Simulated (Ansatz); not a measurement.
Born–Oppenheimer molecular dynamics of AlCl3 (4 atoms, charge 0, multiplicity 1). It starts from a relaxed structure.

These are results of RHF/def2-SVP in Ansatz, not measurements.

- ensemble: NVT, Langevin thermostat
- time step: 1 fs
- steps asked: 250
- set temperature: 700 K
- friction: 0.01 /fs
- seed: 6100

First frame:

```xyz
4
Properties=species:S:1:pos:R:3
Al 0.000 0.000 0.000
Cl 0.000 0.000 2.080
Cl 1.802 0.000 -1.040
Cl -1.802 0.000 -1.040
```

(1) How far do the bonds stretch over the last three quarters of this one trajectory? (Pairs bonded in most of those frames.)

Results:

(1) 
```json
{"bond": "Al1–Cl2", "mean (Å)": "2.086", "spread (Å)": "0.056", "shortest": "1.97", "longest": "2.17"}
{"bond": "Al1–Cl3", "mean (Å)": "2.084", "spread (Å)": "0.045", "shortest": "2.01", "longest": "2.16"}
{"bond": "Al1–Cl4", "mean (Å)": "2.081", "spread (Å)": "0.026", "shortest": "2.01", "longest": "2.12"}
```

Mean temperature of the second half: 720 K. A run of 0.25 ps of so small a system gives no equilibrium averages.

The run took 2.6 min on 1 thread of Arm Neoverse V2 (shared host), peak memory 0.13 GiB.
